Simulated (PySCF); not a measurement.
A calculated (UHF, PySCF 2.14, cc-pVDZ, the non-relativistic Hamiltonian (point nucleus)) atom or ion has these occupied shells.

```json
{"shell": "1s α", "electrons": "1", "orbital energy (eV)": "-6553.3", "rms radius, mean of both spins (bohr)": "0.0713"}
{"shell": "1s β", "electrons": "1", "orbital energy (eV)": "-6553.2", "rms radius, mean of both spins (bohr)": "0.0713"}
{"shell": "2s α", "electrons": "1", "orbital energy (eV)": "-801.97", "rms radius, mean of both spins (bohr)": "0.305"}
{"shell": "2s β", "electrons": "1", "orbital energy (eV)": "-798.14", "rms radius, mean of both spins (bohr)": "0.305"}
{"shell": "2p α", "electrons": "3", "orbital energy (eV)": "-685.00", "rms radius, mean of both spins (bohr)": "0.274"}
{"shell": "2p β", "electrons": "3", "orbital energy (eV)": "-681.30", "rms radius, mean of both spins (bohr)": "0.274"}
{"shell": "3s α", "electrons": "1", "orbital energy (eV)": "-117.52", "rms radius, mean of both spins (bohr)": "0.924"}
{"shell": "3s β", "electrons": "1", "orbital energy (eV)": "-106.10", "rms radius, mean of both spins (bohr)": "0.924"}
{"shell": "3p α", "electrons": "3", "orbital energy (eV)": "-82.256", "rms radius, mean of both spins (bohr)": "0.991"}
{"shell": "3p β", "electrons": "3", "orbital energy (eV)": "-68.671", "rms radius, mean of both spins (bohr)": "0.991"}
{"shell": "3d α", "electrons": "5", "orbital energy (eV)": "-25.483", "rms radius, mean of both spins (bohr)": "1.27"}
{"shell": "4s α", "electrons": "1", "orbital energy (eV)": "-14.820", "rms radius, mean of both spins (bohr)": "3.11"}
```

(1) Name the element and its charge.

Results:

(1) Mn⁺ (manganese, charge +1), in [Ar] 3d5 4s1, high-spin 7S determinant.
